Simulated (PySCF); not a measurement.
H3Si, SMILES [SiH3-], charge -1. Heavy atoms are numbered as in [SiH3-:1]. Hydrogens are named by the atom that carries them.

Coordinates come from a PBE0-D3(BJ)/def2-TZVPD optimisation.

Level of theory: PBE/def2-TZVPD run with PySCF.

ESP charges are fitted to the potential on shells at 1.4 to 2.0 van der Waals radii. Atomic charges (e), one atom of each kind:

```
atom        ESP fit  meta-Löwdin
----------  -------  -----------
Si1 (SiH3)      [?]        -0.59
H on Si1        [?]        -0.14
```

### Question
What belongs in the gaps? (An estimate is asked for; the answer gives what the named calculation found.)

### Answer

- Si1 (SiH3), ESP fit: -0.89
- H on Si1, ESP fit: -0.03
